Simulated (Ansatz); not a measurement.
Coupled-cluster diagnostics for GaH2(SiH3) (GaSiH₅), Ansatz.

Geometry of the singlet (B3LYP-D4/def2-TZVP):

```csv
atom,x (Å),y (Å),z (Å)
Ga1,0.8575,0.8244,0.7043
H2,1.9536,0.2236,1.6628
H3,0.7858,2.3912,0.5598
Si4,-0.6583,-0.6197,-0.5187
H5,-1.9616,0.0395,-0.7855
H6,-0.9221,-1.8869,0.2088
H7,-0.0549,-0.9721,-1.8316
```

Correlated methods freeze 14 core orbitals; core or outer-core shells of Ga are correlated, in sets that lack core-valence functions.

Problem. Estimate the CCSD(T) correlation energy, the shares of MP2 and (T), T1 and the reference's ⟨S²⟩ for: charge 0, singlet, own geometry in def2-TZVPP; charge 0, singlet, own geometry in def2-TZVPD; charge 1, doublet, vertical in def2-TZVPP; charge -1, doublet, vertical in def2-TZVPD; and the rough time on 2 threads of AMD EPYC 7R13 on a shared host and a share (18 GiB) of an NVIDIA H100 80GB HBM3.

Solution. 
```csv
state,basis,correlation (eV),MP2 share (%),(T) share (%),T1,⟨S²⟩ (pure),wall time
"charge 0, singlet, own geometry",def2-TZVPP,-11.215,88.7,3.3,0.013,0.00 (0.00),16 s
"charge 0, singlet, own geometry",def2-TZVPD,-10.910,87.9,3.3,0.014,0.00 (0.00),9.5 s
"charge 1, doublet, vertical",def2-TZVPP,-10.423,87.7,3.3,0.017,0.76 (0.75),9.5 s
"charge -1, doublet, vertical",def2-TZVPD,-11.506,87.9,3.6,0.015,0.77 (0.75),7.5 s
```
Customary marks for T1 are 0.02 (closed shells), 0.045 (open shells) and about 0.05 (3d metals). T1 stays under 0.02 throughout.
